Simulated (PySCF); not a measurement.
Predicted microwave data (PBE0-D3(BJ)/def2-SVP geometry optimisation, gas phase (PySCF 2.14.0)) for one isomer of C6H12O2:

| Property | Result |
| --- | --- |
| Rotational constants | A = 3761, B = 1284, C = 1098 MHz |
| Dipole components | \|μa\| = 2.24 D, \|μb\| = 1.38 D, \|μc\| = 1.06 D |
| Inertial defect | -67.57 u·Å² |
| κ | -0.86 |

Task: Which structure is it? (One computed conformer of each.)
A. `[CH3:1][CH2:2][CH2:3][O:4][C:5](=[O:6])[CH2:7][CH3:8]` with C1–C2–C3–O4 176°, C2–C3–O4–C5 86°, C3–O4–C5–O6 0°, O4–C5–C7–C8 -177° (propyl propanoate)
B. `[CH3:1][C:2](=[O:3])[O:4][CH2:5][CH:6]([CH3:7])[CH3:8]` with C1–C2–O4–C5 -178°, C2–O4–C5–C6 85°, O4–C5–C6–C7 58°
C. `[CH3:1][CH2:2][C:3]([CH3:4])([CH3:5])[O:6][CH:7]=[O:8]` with C1–C2–C3–C4 -61°, C2–C3–O6–C7 61°, C3–O6–C7–O8 0° (1,1-dimethylpropyl formate)
D. `[CH3:1][CH:2]([CH3:3])[O:4][C@@H:5]1[CH2:6][C@@H:7]1[OH:8]` with C1–C2–O4–C5 69°, C2–O4–C5–C6 -95°, C6–C7–O8–H -75°

Result: D. It is CC(C)O[C@@H]1C[C@@H]1O, an asymmetric top, point group C1. The candidates at the same level (rigid rotor, commonest isotopes):

```json
{"SMILES": "CC(=O)OCC(C)C", "A (MHz)": "3994", "B (MHz)": "1132", "C (MHz)": "1010", "μa (D)": "0.42", "μb (D)": "1.50", "μc (D)": "0.61", "Δ (u·Å²)": "-72.50", "point group": "C1", "rotor": "near-prolate asymmetric top"}
{"SMILES": "CC(C)O[C@@H]1C[C@@H]1O", "A (MHz)": "3761", "B (MHz)": "1284", "C (MHz)": "1098", "μa (D)": "2.24", "μb (D)": "1.38", "μc (D)": "1.06", "Δ (u·Å²)": "-67.57", "point group": "C1", "rotor": "asymmetric top"}
{"SMILES": "CCC(C)(C)OC=O", "A (MHz)": "2441", "B (MHz)": "1849", "C (MHz)": "1467", "μa (D)": "1.82", "μb (D)": "0.55", "μc (D)": "0.64", "Δ (u·Å²)": "-135.87", "point group": "C1", "rotor": "asymmetric top"}
{"SMILES": "CCCOC(=O)CC", "A (MHz)": "6078", "B (MHz)": "872.0", "C (MHz)": "826.0", "μa (D)": "0.47", "μb (D)": "1.49", "μc (D)": "0.42", "Δ (u·Å²)": "-50.84", "point group": "C1", "rotor": "near-prolate asymmetric top"}
```

`CCC(C)(C)OC=O` has B 44 % too high; `CC(=O)OCC(C)C` has B 12 % too low; `CCCOC(=O)CC` has A 62 % too high. No structure here is proved a minimum.
